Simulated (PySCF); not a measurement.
C3H5O2, multiplicity 2. Atoms are numbered in the order given.

```xyz
10

C     -1.7712    -0.1441     0.1013
C     -0.4931    -0.7491     0.6244
O      0.5301     0.2635     0.8161
C      1.2054     0.6329    -0.2371
O      1.1423     0.2690    -1.3649
H     -1.6227     0.2830    -0.9009
H     -2.1368     0.6452     0.7741
H     -2.5471    -0.9211     0.0275
H     -0.6248    -1.1936     1.6196
H     -0.0935    -1.5117    -0.0614
```
Charge 0, spin multiplicity 2.

Geometry optimised at PBE0-D3(BJ)/def2-SVP. The isomer is the one that the SMILES or the coordinates give; other isomers of the formula were not compared. The values are those of a single conformer.

All values below come from PBE/def2-TZVP in PySCF.

Atomic charges (e):

```csv
atom,Mulliken,meta-Löwdin,Mulliken spin
C1,-0.36,-0.36,-0.01
C2,-0.07,-0.02,0.09
O3,-0.14,-0.27,-0.01
C4,0.12,0.33,0.71
O5,-0.19,-0.33,0.21
H6,0.14,0.13,0.00
H7,0.13,0.13,0.00
H8,0.12,0.13,0.01
H9,0.12,0.13,0.00
H10,0.12,0.12,0.00
```

Problem. Give the Mayer and Wiberg (Löwdin basis) orders of the bonds. (The exact figures need the calculation; the answer reports its results.)

Solution. 
```json
[
 {"bond": "C1–C2", "Mayer": "1.03", "Wiberg": "1.35"},
 {"bond": "C2–O3", "Mayer": "0.86", "Wiberg": "1.29"},
 {"bond": "O3–C4", "Mayer": "1.24", "Wiberg": "1.94"},
 {"bond": "C4–O5", "Mayer": "2.13", "Wiberg": "2.93"},
 {"bond": "C1–H6", "Mayer": "0.96", "Wiberg": "0.90"},
 {"bond": "C1–H7", "Mayer": "0.96", "Wiberg": "0.90"},
 {"bond": "C1–H8", "Mayer": "0.95", "Wiberg": "0.89"},
 {"bond": "C2–H9", "Mayer": "0.95", "Wiberg": "0.87"},
 {"bond": "C2–H10", "Mayer": "0.96", "Wiberg": "0.87"}
]
```
